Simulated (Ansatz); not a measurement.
One geometry of `[OH][Ti]([F])([F])[F]`, several functionals.

```yaml
crystal:
  periodic: [false, false, false]
  atoms:
    - {symbol: O, position_ang: [-0.850019, 0.554108, 0.859997]}
    - {symbol: Ti, position_ang: [0.347121, -0.222651, -0.172725]}
    - {symbol: F, position_ang: [1.621023, -0.884745, 0.826901]}
    - {symbol: F, position_ang: [-0.409742, -1.495521, -1.105306]}
    - {symbol: F, position_ang: [1.008153, 0.944477, -1.296735]}
    - {symbol: H, position_ang: [-1.674537, 1.040433, 0.841668]}
basis:
  gaussian: {orbitals: def2-TZVPP}
hamiltonian: {xc: {name: r2SCANh}, dispersion: d4}
output: {orbitals: {seedname: orbitals}}
```

```sh
$ ansatz run in.yaml --threads 4 --pin off --events-out ev --progress --plain
```

Shortened log:

```
Functional definition: r2SCANh
1119 factors; their error is unknown
mean field evaluation 1: about -33324.7256 eV, gradient 8.7e1 eV
mean field evaluation 2: about -33058.3353 eV, gradient 4.4e2 eV
mean field evaluation 4: about -33335.0540 eV, gradient 2.0e1 eV
mean field evaluation 8: about -33335.7792 eV, gradient 1.5e-1 eV
mean field evaluation 16: about -33335.8414 eV, gradient 2.2e-4 eV
mean field -33335.84141046 eV, -1225.0695759897 hartree, gradient 3.8e-5 eV, S^2 0.000000; 0 other end points of the search recorded, 0 dependent functions left out
reference -33335.84142687 eV, -1225.0695765924 hartree; 29, 29 occupied and 173, 173 virtual orbitals, 1119 factors
Total energy: -33335.86724283 eV, -1225.0705253115 hartree
```

It took 3.7 s on 4 threads of a server CPU on a shared host, with 0.5 GiB of host memory at the peak.

The same input with `hamiltonian: {xc: {name: wB97X-V}}` (abridged; 6 s):

```
Functional definition: wB97X-V
mean field evaluation 16: about -33334.5891 eV, gradient 1.5e-4 eV
mean field -33334.58909959 eV, -1225.0235544141 hartree, gradient 5.3e-5 eV, S^2 0.000000
Total energy: -33334.58909693 eV, -1225.0235543163 hartree
```

With the line `hamiltonian: {xc: {name: B2PLYP}}` (abridged; 4.4 s):

```
Functional definition: B2PLYP
mean field evaluation 16: about -33318.8830 eV, gradient 4.2e-4 eV
mean field -33318.88302510 eV, -1224.4463668224 hartree, gradient 2.6e-6 eV, S^2 0.000000; 1 other end points of the search recorded, 0 dependent functions left out
9 core orbitals not correlated: weight in the atoms' cores, before any rotation towards them, 1.000 or more for the frozen orbitals, at most 0.000 for the correlated occupied ones
second order -47.85852462 eV of doubles, -0.00000000 eV of singles
Total energy: -33331.80498587 eV, -1224.9212401217 hartree
```

The same input with `hamiltonian: {xc: {name: BHLYP}, dispersion: d4}` (abridged; 2 s):

```
Functional definition: BHLYP
mean field evaluation 16: about -33336.2614 eV, gradient 2.8e-5 eV
mean field -33336.26142111 eV, -1225.0850110964 hartree, gradient 2.8e-5 eV, S^2 0.000000
Total energy: -33336.39298481 eV, -1225.0898459729 hartree
```

With the line `hamiltonian: {xc: {name: r2SCAN0}, dispersion: d4}` (abridged; 3.6 s):

```
Functional definition: r2SCAN0
mean field evaluation 16: about -33334.1858 eV, gradient 1.2e-4 eV
mean field -33334.18579289 eV, -1225.0087331662 hartree, gradient 4.3e-5 eV, S^2 0.000000
Total energy: -33334.21445138 eV, -1225.0097863463 hartree
```

Changing it to `hamiltonian: {xc: pbe0, dispersion: d4}` (abridged; 1.9 s):

```
Functional definition: PBE0
mean field evaluation 16: about -33326.0863 eV, gradient 8.3e-5 eV
mean field -33326.08625377 eV, -1224.7110805935 hartree, gradient 8.3e-5 eV, S^2 0.000000
Total energy: -33326.17343553 eV, -1224.7142844639 hartree
```
